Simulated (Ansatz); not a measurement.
Gas-phase electronic energies from Ansatz, PBE0-D4/def2-TZVP geometries. CBS: MP2 limit from def2 TZ/QZ plus the TZ coupled-cluster correction, frozen cores. DFT in def2-TZVPP. B3LYP here is the variant with VWN-RPA as its local correlation; programs differ in this. For Se outer-core shells are correlated without core-valence functions, which leaves a few kJ/mol of doubt a bond. Scalar relativity is left out up to krypton. One conformer a species, not always the lowest.

Reaction (formal exchange of groups at the Se–Si bond): `N[Si](O)(S)[SeH]` + `[SiH3]C=S` → `S=C[SiH2][SeH]` + `N[SiH](O)S`

`N[Si](O)(S)[SeH]`:

Cartesian coordinates in Å:
```
N -0.624 0.788 -1.070
Si 0.066 -0.211 0.109
O -0.877 0.063 1.422
S 0.127 -2.235 -0.545
Se 2.274 0.118 0.628
H -1.044 1.668 -0.817
H -0.329 0.750 -2.030
H -0.487 -0.179 2.264
H -1.214 -2.340 -0.570
H 2.107 1.578 0.608
```

`[SiH3]C=S`:

Cartesian coordinates in Å:
```
Si -0.126 -0.699 0.371
C 0.263 0.913 -0.517
S -0.802 2.104 -0.724
H -1.532 -0.684 0.832
H 0.808 -0.846 1.520
H 0.114 -1.829 -0.567
H 1.275 1.041 -0.915
```

`S=C[SiH2][SeH]`:

Z-matrix (Å, degrees):
```
Si
C 1 1.877
Se 1 2.283 2 110.1
H 1 1.478 2 109.2 3 117.0
H 1 1.486 2 109.2 3 -120.1
S 2 1.611 1 122.8 3 -117.2
H 2 1.095 1 118.1 3 61.7
H 3 1.469 1 92.8 2 -78.4
```

`N[SiH](O)S`:

Z-matrix (Å, degrees):
```
Si
O 1 1.644
S 1 2.137 2 105.1
N 1 1.696 2 112.5 3 -119.7
H 1 1.483 2 110.7 3 120.7
H 2 0.959 1 117.6 3 -57.1
H 3 1.344 1 94.0 2 174.4
H 4 1.007 1 120.6 2 -81.2
H 4 1.007 1 120.9 2 68.7
```

```csv
level,ΔE (kcal/mol)
ωB97M-V,2.0
PBE,1.3
PBE0,1.3
B3LYP,0.7
HF/def2-TZVPP,0.2
MP2/def2-TZVPP,1.8
SCS-MP2/def2-TZVPP,1.4
HF/def2-QZVPP,0.1
```

**Question.** What does CCSD(T)/CBS give? (Best estimate.)

**Answer.** Ansatz gave: +1.6 kcal/mol. The listed levels differ from it by 0.4, -0.3, -0.3, -0.9, -1.4, 0.2, -0.2, -1.5 kcal/mol.

Largest T1 diagnostic among the species: 0.015.

The D4 term adds +1.2 kcal/mol with B3LYP and +0.6 kcal/mol with PBE0; it sums over pairs of atoms, weighted by their polarisabilities, and B3LYP, whose exchange is more repulsive, gets the larger term. In def2-TZVPP, CCSD(T) changes the Hartree–Fock value by +1.4 kcal/mol (the triples alone add +0.3 kcal/mol) and MP2 by +1.6 kcal/mol.
